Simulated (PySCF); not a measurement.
TiOF2, SMILES [O]=[Ti]([F])[F], multiplicity 1.

Coordinates come from a B3LYP-D3(BJ)/def2-SVP optimisation. The multiplicity is an assumed one; other spin states were not compared.

Calculation: PySCF with TDDFT-M06-2X/def2-SVPD.

Vertical excitations. The molecule is in vacuum. State labels are in the subgroup Cs.

| state | symmetry | energy (eV) | λ (nm) | f | main pairs |
|---|---|---|---|---|---|
| S1 | A" | 4.54 | 273 | 0.003 | HOMO→LUMO 93 % |
| S2 | A' | 4.67 | 266 | 0.003 | HOMO−2→LUMO 75 %, HOMO−1→LUMO 12 % |
| S3 | A' | 4.78 | 260 | 0.009 | HOMO−1→LUMO 74 %, HOMO−2→LUMO 12 % |
| S4 | A' | 5.29 | 235 | 0.000 | HOMO−1→LUMO+2 53 %, HOMO−2→LUMO+2 26 % |
| S5 | A" | 5.31 | 234 | 0.000 | HOMO→LUMO+2 65 %, HOMO−1→LUMO+1 19 % |
| S6 | A" | 5.53 | 224 | 0.000 | HOMO−2→LUMO+1 46 %, HOMO−1→LUMO+1 31 %, HOMO→LUMO+2 15 % |
| S7 | A' | 5.59 | 222 | 0.004 | HOMO→LUMO+1 97 % |
| S8 | A" | 5.75 | 216 | 0.000 | HOMO−1→LUMO+1 47 %, HOMO−2→LUMO+1 47 % |
| S9 | A' | 6.61 | 188 | 0.012 | HOMO−2→LUMO+2 43 %, HOMO−1→LUMO+2 20 %, HOMO→LUMO+7 10 % |
| S10 | A" | 7.18 | 173 | 0.001 | HOMO−1→LUMO+7 37 %, HOMO−1→LUMO+6 22 %, HOMO−2→LUMO+7 18 %, HOMO−2→LUMO+6 11 % |
| T1 | A' | 4.31 | 288 | 0 | HOMO−1→LUMO 70 %, HOMO−2→LUMO 17 % |
| T2 | A" | 4.41 | 281 | 0 | HOMO→LUMO 92 % |
| T3 | A' | 4.50 | 276 | 0 | HOMO−2→LUMO 72 %, HOMO−1→LUMO 17 % |
| T4 | A' | 4.97 | 250 | 0 | HOMO−2→LUMO+2 75 % |
Triplets are in the Tamm–Dancoff approximation, which puts them higher than full response would, so one can lie above its singlet here.
